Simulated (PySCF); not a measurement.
# Radial density of O²⁺ (oxygen, charge +2)

PW91, [He] 2s2 2p2, high-spin 3P determinant. All numbers are calculated (PySCF 2.14, scalar relativity by spin-free X2C-1e, in aug-cc-pCVTZ-DK (7s6p4d2f, 59 functions)).

```json
{"r (bohr)": "0.00366", "4πr²ρ (e/bohr)": "0.05287", "4πr²(ρα − ρβ)": "0.0000"}
{"r (bohr)": "0.00615", "4πr²ρ (e/bohr)": "0.1429", "4πr²(ρα − ρβ)": "0.0000"}
{"r (bohr)": "0.0103", "4πr²ρ (e/bohr)": "0.3710", "4πr²(ρα − ρβ)": "-0.0001"}
{"r (bohr)": "0.0174", "4πr²ρ (e/bohr)": "0.9286", "4πr²(ρα − ρβ)": "-0.0002"}
{"r (bohr)": "0.0293", "4πr²ρ (e/bohr)": "2.157", "4πr²(ρα − ρβ)": "-0.0002"}
{"r (bohr)": "0.0493", "4πr²ρ (e/bohr)": "4.423", "4πr²(ρα − ρβ)": "0.0013"}
{"r (bohr)": "0.0828", "4πr²ρ (e/bohr)": "7.318", "4πr²(ρα − ρβ)": "0.0148"}
{"r (bohr)": "0.139", "4πr²ρ (e/bohr)": "8.529", "4πr²(ρα − ρβ)": "0.0923"}
{"r (bohr)": "0.234", "4πr²ρ (e/bohr)": "5.778", "4πr²(ρα − ρβ)": "0.3819"}
{"r (bohr)": "0.394", "4πr²ρ (e/bohr)": "2.867", "4πr²(ρα − ρβ)": "1.1196"}
{"r (bohr)": "0.663", "4πr²ρ (e/bohr)": "3.735", "4πr²(ρα − ρβ)": "1.8729"}
{"r (bohr)": "1.12", "4πr²ρ (e/bohr)": "2.994", "4πr²(ρα − ρβ)": "1.3515"}
{"r (bohr)": "1.88", "4πr²ρ (e/bohr)": "0.5820", "4πr²(ρα − ρβ)": "0.2823"}
{"r (bohr)": "3.16", "4πr²ρ (e/bohr)": "0.01509", "4πr²(ρα − ρβ)": "0.0084"}
```

Densities and radii are taken from the X2C orbitals without a picture-change correction, which distorts them close to the nucleus.
